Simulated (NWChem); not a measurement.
Molecule: SiNH₂Cl₂F; SMILES Cl[Si](F)(N)Cl

```xyz
7

N      1.3789    -0.0647     1.3131
Si     0.3366    -0.0061    -0.0196
F      1.0468    -0.1509    -1.4517
Cl    -0.9930    -1.5619     0.1098
Cl    -0.6093     1.8133    -0.0411
H      1.9306     0.7367     1.5913
H      1.7409    -0.9414     1.6660
```
Atoms are numbered in this order, from 1.

Computed with NWChem. Geometry optimised at B3LYP/6-31G*; all other runs use it. Pople sets run with spherical d functions.

```csv
quantity,level,value
"vertical, lowest excitation, singlet (eV)","B3LYP/def2-SVPD, TDA",6.82
"vertical ionisation energy, ΔSCF (eV)",B3LYP/def2-SVP,10.60
cavity-dispersion-structure term (kcal/mol) in n-hexane,"B3LYP/6-31G*, SMD",-1.2
"anisotropy (bohr³), static",B3LYP/def2-SVPD,13.4
dipole (D),B3LYP/6-31G*,3.01
highest harmonic frequency (cm⁻¹),B3LYP/6-31G*,3680
```
